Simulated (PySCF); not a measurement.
A run for PySCF: D3(BJ) and D4 dispersion corrections on H4OSi2 (SMILES O[Si][SiH3]), a point of a torsion scan.

```python
from pyscf import gto
from pyscf.dispersion import dftd3, dftd4

mol = gto.M(
    atom='''
    O     2.25006210   -0.11489297   -0.12712282
    Si    1.20762634   -1.14902897    0.58287968
    Si   -0.82553317   -0.17442914    0.97741003
    H     2.09777002    0.62375340   -0.71610091
    H    -0.90965124   -0.12378861    2.45082818
    H    -1.83899073   -1.16755363    0.57272260
    H    -1.42123707    1.11086088    0.55648776
    ''',
    basis='def2-svp',
    charge=0, spin=0, verbose=0, max_memory=1800)
d3, d4 = {}, {}
for xc in ['hf', 'pbe', 'blyp', 'revpbe', 'tpss', 'r2scan', 'b3lyp', 'pbe0', 'bhlyp', 'camb3lyp', 'b2plyp']:
    d3[xc] = float(dftd3.DFTD3Dispersion(mol, xc=xc, version='d3bj', atm=False).get_dispersion()['energy'])
    print(f'D3(BJ) {xc:10s} {d3[xc]:14.8f} Eh')
for xc in ['hf', 'pbe', 'blyp', 'revpbe', 'tpss', 'r2scan', 'b3lyp', 'pbe0', 'bhlyp', 'camb3lyp', 'b2plyp']:
    d4[xc] = float(dftd4.DFTD4Dispersion(mol, xc={'camb3lyp': 'cam-b3lyp'}.get(xc, xc), atm=True).get_dispersion()['energy'])
    print(f'D4     {xc:10s} {d4[xc]:14.8f} Eh')
```

It printed:

```
D3(BJ) hf            -0.04319031 Eh
D3(BJ) pbe           -0.00500940 Eh
D3(BJ) blyp          -0.01143198 Eh
D3(BJ) revpbe        -0.01209777 Eh
D3(BJ) tpss          -0.00653299 Eh
D3(BJ) r2scan        -0.00136591 Eh
D3(BJ) b3lyp         -0.00950992 Eh
D3(BJ) pbe0          -0.00454344 Eh
D3(BJ) bhlyp         -0.00817019 Eh
D3(BJ) camb3lyp      -0.00447342 Eh
D3(BJ) b2plyp        -0.00481403 Eh
D4     hf            -0.01694750 Eh
D4     pbe           -0.00496379 Eh
D4     blyp          -0.01083982 Eh
D4     revpbe        -0.01385360 Eh
D4     tpss          -0.00667224 Eh
D4     r2scan        -0.00112423 Eh
D4     b3lyp         -0.00812721 Eh
D4     pbe0          -0.00419206 Eh
D4     bhlyp         -0.00682311 Eh
D4     camb3lyp      -0.00430888 Eh
D4     b2plyp        -0.00342940 Eh
```

The run finished.

Cost: roughly 0.020 core-seconds.
